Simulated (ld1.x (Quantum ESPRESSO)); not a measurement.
Varying the PAW potential for Sb

Base potential:

```json
{
  "Element": "antimony",
  "Generator": "ld1.x (Quantum ESPRESSO) 7.5",
  "Type": "PAW",
  "Functional": "PBE",
  "Relativity": "scalar-relativistic",
  "Frozen core": "[Ar] 3d10",
  "Valence charge": "23",
  "Reference configuration": "4s2 4p6 4d10 5s1 5p4",
  "Partial waves": "4s (bound): rcut 1.10, rcutus 1.25 bohr; 5s (bound): rcut 1.10, rcutus 1.25 bohr; 4p (bound): rcut 1.10, rcutus 1.20 bohr; 5p (bound): rcut 1.10, rcutus 1.20 bohr; 4d (bound): rcut 1.50, rcutus 1.60 bohr; 4d channel at -2.15 Ry: rcut 1.50, rcutus 1.60 bohr",
  "Local potential": "all-electron potential smoothed inside 1.45 bohr (lloc = -1)",
  "Core correction": "Bessel-smoothed model core, default radius (core density twice the valence density)",
  "Augmentation charge": "BG, radius 1.15 bohr"
}
```

Cutoffs, loose and tight: the cutoffs (Ry, on a coarse ladder) from which the occupation-weighted sum of valence levels, in a spherical-Bessel basis at the reference potential, stays within 10 and 1 mRy of its value at 400 Ry. They do not see the model core or the augmentation charge, which bear on the density cutoff. Test errors are all-electron minus pseudo excitation energies from the reference, over the configurations 4s2 4p6 4d10 5s2 5p3; 4s2 4p6 4d10 5s2 5p2; 4s2 4p6 4d10 5s2 5p1; 4s2 4p6 4d10 5s0 5p5; 4s2 4p6 4d10 5s1 5p3; 4s2 4p6 4d10 5s1 5p0; 4s2 4p6 4d10 5s2 5p3.3. A dash means not determined; rows that change the core or the reference have their own tests.

Cutoffs are not given where the Bessel-basis levels miss the radial ones by over 6 mRy, ghosts where they miss by over 20 mRy; a channel whose overlap is not positive is not tested.

The default core radius of the base comes out at 0.51 bohr.

A file whose overlap is not positive is unfit for use, and its test errors describe a broken file.

| change | outcome | cutoff, loose | cutoff, tight | bound ghosts | largest test error (meV) |
| --- | --- | --- | --- | --- | --- |
| base | generated, overlap not positive | – | – | not determined (overlap not positive) | +11 |
| functional LDA (PZ) | generated, overlap not positive | – | – | not determined (overlap not positive) | test run stopped at test 1 of 9 (negative rho) |
| core [Kr] 4d10, valence charge 5; reference 5s2 5p3; waves now 5s (bound): rcut 1.45, rcutus 1.80 bohr; 5s channel at -0.3 Ry: rcut 1.45, rcutus 1.80 bohr; 5p (bound): rcut 1.80, rcutus 2.15 bohr; 5p channel at 0.3 Ry: rcut 1.80, rcutus 2.15 bohr; local potential all-electron potential smoothed inside 2.00 bohr (lloc = -1); core correction Bessel-smoothed model core inside 1.20 bohr; augmentation BG, radius 1.20 bohr | failed: new_paw_hamiltonian: negative rho | – | – | – | – |
| core correction Bessel-smoothed model core inside 1.00 bohr | generated, overlap not positive | – | – | not determined (overlap not positive) | -3.8 |
| local potential all-electron potential smoothed inside 0.95 bohr (lloc = -2) | generated | 80 Ry | 140 Ry | none | +36 |
| local potential all-electron potential smoothed inside 1.32 bohr (lloc = -1) | generated, overlap not positive | – | – | not determined (overlap not positive) | test run stopped at test 1 of 7 (negative rho) |
| augmentation PSQ, radius 1.05 bohr | failed: new_paw_hamiltonian: negative rho | – | – | – | – |
